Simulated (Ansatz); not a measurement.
Ansatz results at the PBE0-D4/def2-TZVP geometry: LUMO energy (PBE0/def2-TZVPP) 0.76 eV; LUMO energy (B3LYP/def2-TZVPP) 0.51 eV; HOMO energy (PBE0/def2-TZVPP) -6.62 eV.

Each molecule was computed in one conformer, which needn't be the lowest.

**Question.** Which molecule gave them?
A. `CO[SiH2]C#N`
B. `CC(C)(C)N[SiH2]NC(C)(C)C`
C. `CO[SiH](O)F`
D. `C[SiH](F)N=C=O`

**Answer.** B. The others give `CO[SiH2]C#N`: -1.00, -1.21, -9.00; `CO[SiH](O)F`: 0.87, 0.50, -8.73; `C[SiH](F)N=C=O`: 0.20, -0.04, -8.74.

B3LYP here is the variant with VWN-RPA as its local correlation; programs differ in this.
